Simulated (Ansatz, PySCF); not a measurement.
Reaction (SMILES): CCCCCSC → [CH2]CCCCSC + H atom (the C-H bond at the site shown breaks; other sites are not compared here)
Geometries: B3LYP-D3(BJ)/def2-TZVP minima from Ansatz (a quantum-chemistry and plane-wave program), one conformer each, not searched for the lowest. Frequencies are from Ansatz or PySCF.

Property: bond dissociation energy (enthalpy at 298 K, with B3LYP-D3(BJ) rigid-rotor harmonic-oscillator terms), in kJ/mol. Cores are frozen in the correlated levels unless marked. UHF or UKS for open shells. Spin-orbit coupling is left out. No relativistic terms. Basis-set limits of correlation are two-point, X^-3; Hartree-Fock from the larger set. [CCSD(T)-MP2]/basis is that difference in the basis named.

Level to compare with: RI-MP2/CBS(cc-pV(T+d)Z,cc-pV(Q+d)Z)+[CCSD(T)-MP2]/cc-pV(T+d)Z (Ansatz), 428.4 kJ/mol. It is a level with limits of its own, and the differences hold the functionals' basis error too.

Q: Rank these functionals by how close they come to RI-MP2/CBS(cc-pV(T+d)Z,cc-pV(Q+d)Z)+[CCSD(T)-MP2]/cc-pV(T+d)Z, closest first: r2SCAN0/def2-TZVPD (Ansatz); PBE/def2-TZVPD (Ansatz); SVWN5/def2-TZVPD (Ansatz).

A: PBE/def2-TZVPD (GGA, 407.9 kJ/mol, difference -20.5), r2SCAN0/def2-TZVPD (hybrid meta-GGA, 402.4 kJ/mol, difference -26.0), SVWN5/def2-TZVPD (LDA, 459.7 kJ/mol, difference 31.3)
